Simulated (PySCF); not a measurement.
# Polarisability and C₆ of Hf⁺ (hafnium, charge +1)

[Xe] 4f14 5d1 6s2, 2D determinant. Computed with PySCF 2.14 in aug-cc-pwCVTZ-PP with ECP60MDF (8s8p7d4f3g, 122 functions), with scalar relativity through the core potential. Coupled (time-dependent) response in atomic units; α is the mean over directions.

| method | mean α (bohr³) | α xx, yy, zz | C₆ (like pair) | S(−4) |
| --- | --- | --- | --- | --- |
| wB97X-V | 56.95 | 56.07, 56.07, 58.73 | 568.5 | 1299 |

S(−4) is the Cauchy moment in α(ω) = α(0) + S(−4) ω² + …

Spin-orbit coupling is absent.

α(iu) at wB97X-V:

| u (hartree) | α(iu) (bohr³) |
| --- | --- |
| 0 | 56.95 |
| 0.0500 | 53.91 |
| 0.100 | 46.65 |
| 0.200 | 31.25 |
| 0.300 | 21.14 |
| 0.500 | 11.62 |
| 0.750 | 7.033 |
| 1.00 | 4.908 |
| 1.50 | 2.898 |
| 2.00 | 1.933 |
| 3.00 | 1.028 |
| 5.00 | 0.4226 |

A single London oscillator, α(iu) = α/(1 + u²/ω²), gives C₆ = (3/4) ω α². Matching the computed C₆ needs ω = 4 × 568.5 / (3 × 56.95²) = 0.234 hartree.

For an ion, C₆ is the dispersion term alone; charge-induced terms of lower order in 1/R come first.

The components differ because the open shell of this determinant is not spherical; for a pure term their mean is the scalar polarisability.

⟨L²⟩ = 7.14 against 6 for a pure D term, so this real determinant mixes terms. Energies and moments cover only the electrons outside the core potential. Spin-orbit coupling, absent here, splits the open shell strongly. ⟨S²⟩ = 1.06 against 0.75 shows spin contamination.
